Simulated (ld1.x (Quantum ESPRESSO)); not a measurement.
## Pseudopotential generation for Al: PAW, LDA (PZ), scalar-relativistic.

- Element: Al
- Generator: ld1.x (Quantum ESPRESSO) 7.5
- Type: PAW
- Functional: LDA (PZ)
- Relativity: scalar-relativistic
- Frozen core: [He]
- Valence charge: 11
- Reference configuration: 2s2 2p6 3s2 3p1
- Partial waves: 2s (bound): rcut 1.10, rcutus 1.40 bohr; 3s (bound): rcut 1.10, rcutus 1.40 bohr; 2p (bound): rcut 1.00, rcutus 1.05 bohr; 3p (bound): rcut 1.00, rcutus 1.05 bohr; 3d channel at 0.5 Ry: rcut 1.05, rcutus 1.40 bohr; 3d channel at 1.7 Ry: rcut 1.05, rcutus 1.40 bohr
- Local potential: all-electron potential smoothed inside 1.25 bohr (lloc = -2)
- Core correction: Bessel-smoothed model core inside 1.05 bohr
- Augmentation charge: BG, radius 1.05 bohr

Problem. Estimate the cutoffs (Ry, on a coarse ladder) from which the occupation-weighted sum of valence levels, in a spherical-Bessel basis at the reference potential, stays within 10 and 1 mRy of its value at 400 Ry.

Solution. 100 Ry and 140 Ry.

Problem. What does a ghost test show?

Solution. No extra level below or beside the all-electron valence levels (s, p, d, f tested).

Problem. Is the overlap operator S = 1 + Σ q|β⟩⟨β| positive definite (Bessel basis up to 400 Ry)?

Solution. Yes: its lowest eigenvalue is 0.11 (s channel).

Problem. Which valence shell sets the plane-wave cutoff?

Solution. 3p: its level needs 110 Ry to come within 1 mRy, against 80 Ry for 2p.

Test run stopped at test 1 of 9 (negative rho).
